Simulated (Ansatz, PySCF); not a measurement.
This PySCF input computes a r2SCAN/def2-TZVPD energy:

```python
from pyscf import gto, scf, dft

mol = gto.M(
    atom='''
    In    0.62818922    0.31002131    0.21494592
    Br   -0.77838622    1.45236822   -1.56851971
    Br   -0.10107869   -1.88639804    1.26759542
    ''',
    basis='def2-tzvpd',
    ecp='def2-tzvp',
    charge=0,
    spin=1,
    verbose=4,
)

mf = dft.UKS(mol, xc='r2scan').density_fit(auxbasis='def2-universal-jkfit')
mf.grids.level = 4
mf.conv_tol = 1e-9
mf.max_cycle = 100
mf.max_memory = 1500
mf.kernel()
if not mf.converged:
    mf = mf.newton()
    mf.kernel(mf.make_rdm1())
for _ in range(2):
    mo, _, stable, _ = mf.stability(return_status=True)
    if stable:
        break
    mf.kernel(mf.make_rdm1(mo, mf.mo_occ))
mf.analyze()
```

Q: Write an input for the same energy in Ansatz (a first-principles code) and say what it gives.

A: 
Ansatz 0.2 input:
```yaml
crystal:
  periodic: [false, false, false]
  atoms:
    - {symbol: In, position_ang: [0.62818922, 0.31002131, 0.21494592]}
    - {symbol: Br, position_ang: [-0.77838622, 1.45236822, -1.56851971]}
    - {symbol: Br, position_ang: [-0.10107869, -1.88639804, 1.26759542]}
basis:
  gaussian:
    orbitals: def2-TZVPD
hamiltonian:
  xc: {name: r2SCAN}
magnetization: {spin_polarized: true, initial_magnetization: 1}
output: {forces: true}
```
It gives -5338.59068 Eh, and PySCF -5338.59083 Eh, a difference of 0.15 mEh, from the treatment of integrals and grids.

It need not be the lowest isomer of its formula.
